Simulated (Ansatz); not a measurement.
Molecule: CH4Al, charge 0, multiplicity 2. It need not be the lowest isomer of its formula. SMILES: [CH3][AlH]
Geometry: optimised at B3LYP-D3(BJ)/def2-TZVP (Ansatz, a quantum-chemistry and plane-wave program).

Property: atomisation energy (electronic, to ground-state atoms), in eV. Correlated levels leave the core frozen unless marked. Open shells are spin-unrestricted. No spin-orbit coupling. No relativistic terms. The coupled-cluster limit lacks core correlation, which all-electron functionals hold. Basis-set limits of correlation are two-point, X^-3; Hartree-Fock from the larger set. [CCSD(T)-MP2]/basis is that difference in the basis named.

```json
[
 {"level": "HSE06-D4/def2-TZVPD", "program": "Ansatz + dftd4", "atomisation energy (eV)": "___"},
 {"level": "B2PLYP-D3(BJ)/def2-TZVPD", "program": "Ansatz + dftd3", "atomisation energy (eV)": "___"},
 {"level": "RI-MP2/CBS(aug-cc-pV(T+d)Z,aug-cc-pV(Q+d)Z)+[CCSD(T)-MP2]/aug-cc-pV(T+d)Z", "program": "Ansatz", "atomisation energy (eV)": "18.66"}
]
```

**Question.** Complete the blanks.

**Answer.** 
- HSE06-D4/def2-TZVPD, atomisation energy (eV): 18.64
- B2PLYP-D3(BJ)/def2-TZVPD, atomisation energy (eV): 18.45
